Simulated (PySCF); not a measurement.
CH8FNOSi2, SMILES C(F)[Si@H](O)[SiH2]N.

Geometry: PBE-D3(BJ)/def2-SVP. The structure was generated by enumeration; whether it is a known compound was not checked. Other conformers were not sampled.

These are PBE-D3(BJ)/def2-SVP run with PySCF 2.14.0 values and carry that method's errors.

Frequencies are harmonic and unscaled.

Computed normal modes with their intensities:
```json
[
 {"mode": "1", "ν (cm⁻¹)": "40", "IR (km/mol)": "0.3", "moving atoms (share of kinetic energy)": "N 31 %, F 19 %, H 19 %, O 15 %, Si 13 %"},
 {"mode": "2", "ν (cm⁻¹)": "47", "IR (km/mol)": "1.0", "moving atoms (share of kinetic energy)": "F 29 %, Si 29 %, H 20 %, N 20 %"},
 {"mode": "3", "ν (cm⁻¹)": "87", "IR (km/mol)": "7.0", "moving atoms (share of kinetic energy)": "H 29 %, C 22 %, O 19 %, N 15 %, F 12 %"},
 {"mode": "4", "ν (cm⁻¹)": "107", "IR (km/mol)": "4.7", "moving atoms (share of kinetic energy)": "F 28 %, H 27 %, Si 14 %, O 13 %, N 13 %"},
 {"mode": "5", "ν (cm⁻¹)": "157", "IR (km/mol)": "13.9", "moving atoms (share of kinetic energy)": "H 66 %, Si 16 %"},
 {"mode": "6", "ν (cm⁻¹)": "163", "IR (km/mol)": "30.1", "moving atoms (share of kinetic energy)": "H 53 %, O 24 %, Si 22 %"},
 {"mode": "7", "ν (cm⁻¹)": "230", "IR (km/mol)": "31.0", "moving atoms (share of kinetic energy)": "H 42 %, Si 20 %, O 18 %, C 14 %"},
 {"mode": "8", "ν (cm⁻¹)": "247", "IR (km/mol)": "60.0", "moving atoms (share of kinetic energy)": "H 70 %, Si 13 %"},
 {"mode": "9", "ν (cm⁻¹)": "302", "IR (km/mol)": "3.3", "moving atoms (share of kinetic energy)": "F 37 %, Si 21 %, O 19 %, C 14 %"},
 {"mode": "10", "ν (cm⁻¹)": "398", "IR (km/mol)": "8.6", "moving atoms (share of kinetic energy)": "Si 58 %, H 32 %"},
 {"mode": "11", "ν (cm⁻¹)": "449", "IR (km/mol)": "31.0", "moving atoms (share of kinetic energy)": "H 59 %, Si 38 %"},
 {"mode": "12", "ν (cm⁻¹)": "503", "IR (km/mol)": "222.0", "moving atoms (share of kinetic energy)": "H 71 %, N 25 %"},
 {"mode": "13", "ν (cm⁻¹)": "616", "IR (km/mol)": "34.2", "moving atoms (share of kinetic energy)": "H 88 %"},
 {"mode": "14", "ν (cm⁻¹)": "676", "IR (km/mol)": "17.0", "moving atoms (share of kinetic energy)": "H 67 %, C 20 %, Si 11 %"},
 {"mode": "15", "ν (cm⁻¹)": "687", "IR (km/mol)": "66.8", "moving atoms (share of kinetic energy)": "H 47 %, Si 26 %, C 25 %"},
 {"mode": "16", "ν (cm⁻¹)": "724", "IR (km/mol)": "152.3", "moving atoms (share of kinetic energy)": "H 93 %"},
 {"mode": "17", "ν (cm⁻¹)": "793", "IR (km/mol)": "46.9", "moving atoms (share of kinetic energy)": "O 32 %, Si 25 %, H 23 %, N 17 %"},
 {"mode": "18", "ν (cm⁻¹)": "804", "IR (km/mol)": "96.2", "moving atoms (share of kinetic energy)": "N 29 %, Si 25 %, H 25 %, O 21 %"},
 {"mode": "19", "ν (cm⁻¹)": "817", "IR (km/mol)": "208.3", "moving atoms (share of kinetic energy)": "H 82 %"},
 {"mode": "20", "ν (cm⁻¹)": "850", "IR (km/mol)": "0.5", "moving atoms (share of kinetic energy)": "H 76 %, Si 13 %"},
 {"mode": "21", "ν (cm⁻¹)": "875", "IR (km/mol)": "89.9", "moving atoms (share of kinetic energy)": "H 89 %"},
 {"mode": "22", "ν (cm⁻¹)": "905", "IR (km/mol)": "21.1", "moving atoms (share of kinetic energy)": "H 65 %, Si 23 %, O 11 %"},
 {"mode": "23", "ν (cm⁻¹)": "909", "IR (km/mol)": "29.4", "moving atoms (share of kinetic energy)": "H 82 %, N 13 %"},
 {"mode": "24", "ν (cm⁻¹)": "1005", "IR (km/mol)": "56.6", "moving atoms (share of kinetic energy)": "C 52 %, F 42 %"},
 {"mode": "25", "ν (cm⁻¹)": "1180", "IR (km/mol)": "5.9", "moving atoms (share of kinetic energy)": "H 90 %"},
 {"mode": "26", "ν (cm⁻¹)": "1242", "IR (km/mol)": "1.8", "moving atoms (share of kinetic energy)": "H 75 %, C 23 %"},
 {"mode": "27", "ν (cm⁻¹)": "1404", "IR (km/mol)": "3.4", "moving atoms (share of kinetic energy)": "H 94 %"},
 {"mode": "28", "ν (cm⁻¹)": "1505", "IR (km/mol)": "24.8", "moving atoms (share of kinetic energy)": "H 91 %, N 9 %"},
 {"mode": "29", "ν (cm⁻¹)": "2104", "IR (km/mol)": "136.3", "moving atoms (share of kinetic energy)": "H 97 %"},
 {"mode": "30", "ν (cm⁻¹)": "2137", "IR (km/mol)": "100.7", "moving atoms (share of kinetic energy)": "H 97 %"},
 {"mode": "31", "ν (cm⁻¹)": "2166", "IR (km/mol)": "100.7", "moving atoms (share of kinetic energy)": "H 96 %"},
 {"mode": "32", "ν (cm⁻¹)": "2947", "IR (km/mol)": "26.4", "moving atoms (share of kinetic energy)": "H 95 %"},
 {"mode": "33", "ν (cm⁻¹)": "3008", "IR (km/mol)": "19.6", "moving atoms (share of kinetic energy)": "H 90 %, C 10 %"},
 {"mode": "34", "ν (cm⁻¹)": "3459", "IR (km/mol)": "20.6", "moving atoms (share of kinetic energy)": "H 96 %"},
 {"mode": "35", "ν (cm⁻¹)": "3551", "IR (km/mol)": "19.0", "moving atoms (share of kinetic energy)": "H 92 %, N 8 %"},
 {"mode": "36", "ν (cm⁻¹)": "3754", "IR (km/mol)": "67.9", "moving atoms (share of kinetic energy)": "H 94 %"}
]
```
